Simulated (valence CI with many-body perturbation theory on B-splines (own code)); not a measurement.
**Tm64+: electric-dipole lines**

Computed by relativistic CI+MBPT: three valence electrons over a frozen Dirac-Fock core [He], radial functions for each j: 11 s, 11 p, 9 d, 7 f, 5 g, 2 h, 1 i, with the one-electron correlation potential Σ1 (screened to all orders), the two-electron term Σ2, the three-electron term Σ3, Breit, model QED; selected single and double excitations, second order for the rest (own B-spline code, finite nucleus).

No measured spectrum was set against this ion. As an estimate, large intervals hold to a few tenths of a per cent, small ones and those within an open d or f shell to about a per cent.

Lines 101 to 150 of 276 in falling wavelength, among levels below 11083 eV, chosen from the strongest by gf and those to the six lowest levels. Wavelengths and rates use the calculated energies. Electric multipoles are in the length gauge, E1 and E2 with the static RPA response of the core. Weak lines are less certain than strong ones. Lines between different terms over intervals too small for the method are left out, as are lines whose strength nearly cancels. The highest levels of a list are the least certain.

Levels are named by their leading jj configuration (3d3/2^4 stands for four electrons in 3d with j = 3/2), which in mixed levels can hold well under half, so a name can repeat and another be missing. Letters in brackets count levels of one name in rising energy.

```csv
λ vac (nm),Upper,Lower,A (s⁻¹),log gf,Branch %
0.9199,(2p1/2 2p3/2^2) J=1/2,(2s 2p1/2 2p3/2) J=1/2,3.11e+12,-1.10,31.1
0.9178,(2p1/2^2 2p3/2) J=3/2,(2s 2p1/2^2) J=1/2,4.39e+12,-0.65,97.5
0.9174,(2s 2p3/2^2) J=1/2,(2s^2 2p3/2) J=3/2,5.23e+12,-0.88,99.4
0.9169,(2s 2p3/2^2) J=3/2,(2s^2 2p3/2) J=3/2,9.53e+12,-0.32,99.1
0.9108,(2p1/2 2p3/2^2) J=5/2,(2s 2p1/2 2p3/2) J=5/2,4.30e+12,-0.49,50.2
0.8998,(2p1/2 2p3/2^2) J=3/2,(2s 2p1/2 2p3/2) J=3/2 [a],4.70e+12,-0.64,51.2
0.8854,(2p1/2 2p3/2^2) J=5/2,(2s 2p1/2 2p3/2) J=3/2 [a],9.21e+10,-2.19,1.1
0.8535,(2p1/2 2p3/2^2) J=1/2,(2s 2p1/2 2p3/2) J=3/2 [a],8.70e+10,-2.72,0.9
0.1578,(2s 2p1/2 3s) J=1/2 [a],(2s 2p1/2 2p3/2) J=1/2,6.37e+12,-2.32,3.4
0.1573,(2s^2 3p1/2) J=1/2,(2s 2p1/2 2p3/2) J=3/2 [a],1.50e+12,-2.95,18.6
0.1573,(2s 2p1/2 3s) J=3/2,(2s 2p1/2 2p3/2) J=1/2,4.00e+12,-2.23,1.9
0.1569,(2p1/2 2p3/2 3s) J=5/2,(2p1/2 2p3/2^2) J=5/2,7.68e+13,-0.77,60.4
0.1567,(2s 2p1/2 3s) J=1/2 [b],(2s 2p1/2 2p3/2) J=1/2,6.01e+13,-1.35,37.7
0.1567,(2p1/2 2p3/2 3s) J=3/2 [b],(2p1/2 2p3/2^2) J=5/2,1.10e+14,-0.79,50.4
0.1560,(2s 2p3/2 3s) J=5/2,(2s 2p3/2^2) J=5/2,7.96e+13,-0.76,54.8
0.1560,(2s 2p1/2 3s) J=3/2,(2s 2p1/2 2p3/2) J=5/2,1.26e+14,-0.74,59.5
0.1557,(2s 2p1/2 3s) J=1/2 [a],(2s 2p1/2 2p3/2) J=3/2 [a],1.44e+14,-0.98,76.8
0.1556,(2s^2 3s) J=1/2,(2s^2 2p3/2) J=3/2,1.61e+14,-0.93,76.6
0.1555,(2s 2p3/2 3s) J=3/2 [a],(2s 2p3/2^2) J=5/2,1.23e+14,-0.75,51.5
0.1552,(2s 2p1/2 3s) J=3/2,(2s 2p1/2 2p3/2) J=3/2 [a],1.02e+13,-1.83,4.9
0.1547,(2s 2p1/2 3s) J=1/2 [b],(2s 2p1/2 2p3/2) J=3/2 [a],2.74e+12,-2.71,1.7
0.1500,(2s 2p1/2 3p1/2) J=1/2 [b],(2s^2 2p3/2) J=3/2,1.55e+12,-2.98,0.8
0.1495,(2s 2p1/2 3d3/2) J=3/2 [a],(2s 2p1/2 2p3/2) J=1/2,7.32e+12,-2.01,2.2
0.1491,(2p1/2^2 3p1/2) J=1/2,(2s 2p1/2 2p3/2) J=3/2 [a],1.08e+12,-3.14,0.1
0.1490,(2p1/2 2p3/2 3d3/2) J=5/2 [a],(2p1/2 2p3/2^2) J=5/2,7.99e+13,-0.80,53.0
0.1489,(2p1/2^2 3d3/2) J=3/2,(2p1/2^2 2p3/2) J=3/2,2.00e+14,-0.58,90.2
0.1487,(2s 2p1/2 3d3/2) J=3/2 [b],(2s 2p1/2 2p3/2) J=1/2,1.45e+13,-1.72,0.9
0.1486,(2s 2p1/2 3d3/2) J=1/2,(2s 2p1/2 2p3/2) J=1/2,1.01e+14,-1.17,6.9
0.1484,(2p1/2 2p3/2 3d3/2) J=3/2 [b],(2p1/2 2p3/2^2) J=5/2,1.56e+14,-0.69,10.4
0.1483,(2s 2p1/2 3d3/2) J=3/2 [a],(2s 2p1/2 2p3/2) J=5/2,5.34e+12,-2.15,1.6
0.1478,(2s 2p1/2 3d5/2) J=5/2 [a],(2s 2p1/2 2p3/2) J=3/2 [b],1.16e+14,-0.64,9.7
0.1478,(2s 2p1/2 3d3/2) J=5/2,(2s 2p1/2 2p3/2) J=5/2,1.99e+14,-0.41,87.3
0.1478,(2s 2p3/2 3d5/2) J=5/2 [a],(2s 2p3/2^2) J=3/2,1.51e+14,-0.53,11.3
0.1477,(2s 2p3/2 3d3/2) J=1/2 [b],(2s 2p3/2^2) J=1/2,2.84e+14,-0.73,19.1
0.1477,(2s 2p3/2 3d3/2) J=5/2 [a],(2s 2p3/2^2) J=5/2,1.03e+14,-0.70,8.6
0.1476,(2s 2p1/2 3d3/2) J=3/2 [a],(2s 2p1/2 2p3/2) J=3/2 [a],9.79e+13,-0.89,29.6
0.1476,(2s 2p3/2 3d3/2) J=3/2 [a],(2s 2p3/2^2) J=5/2,1.87e+14,-0.61,14.5
0.1475,(2s 2p1/2 3d3/2) J=3/2 [b],(2s 2p1/2 2p3/2) J=5/2,4.59e+13,-1.22,2.9
0.1475,(2s 2p3/2 3d5/2) J=3/2 [a],(2s 2p3/2^2) J=3/2,5.48e+14,-0.15,42.1
0.1474,(2s 2p3/2 3d5/2) J=3/2 [a],(2s 2p3/2^2) J=1/2,4.51e+14,-0.23,34.6
0.1473,(2s^2 3d3/2) J=3/2,(2s^2 2p3/2) J=3/2,2.09e+14,-0.57,16.0
0.1473,(2s 2p3/2 3d5/2) J=1/2,(2s 2p3/2^2) J=1/2,9.48e+14,-0.21,82.4
0.1472,(2p1/2 2p3/2 3d5/2) J=5/2 [a],(2p1/2 2p3/2^2) J=5/2,3.46e+14,-0.17,29.9
0.1472,(2p1/2^2 3d5/2) J=5/2,(2p1/2^2 2p3/2) J=3/2,1.13e+15,0.34,99.4
0.1471,(2s 2p1/2 3d5/2) J=5/2 [b],(2s 2p1/2 2p3/2) J=3/2 [b],9.17e+14,0.25,78.9
0.1471,(2s 2p1/2 3d5/2) J=3/2,(2s 2p1/2 2p3/2) J=3/2 [b],2.00e+14,-0.59,17.3
0.1471,(2s 2p1/2 3d3/2) J=5/2,(2s 2p1/2 2p3/2) J=3/2 [a],2.09e+13,-1.39,9.2
0.1471,(2s 2p1/2 3d5/2) J=3/2,(2s 2p1/2 2p3/2) J=1/2,8.86e+14,0.06,76.6
0.1469,(2p1/2 2p3/2 3d5/2) J=5/2 [b],(2p1/2 2p3/2^2) J=5/2,5.94e+14,0.06,34.4
0.1469,(2p1/2 2p3/2 3d5/2) J=3/2,(2p1/2 2p3/2^2) J=3/2,7.78e+14,0.00,82.8
```
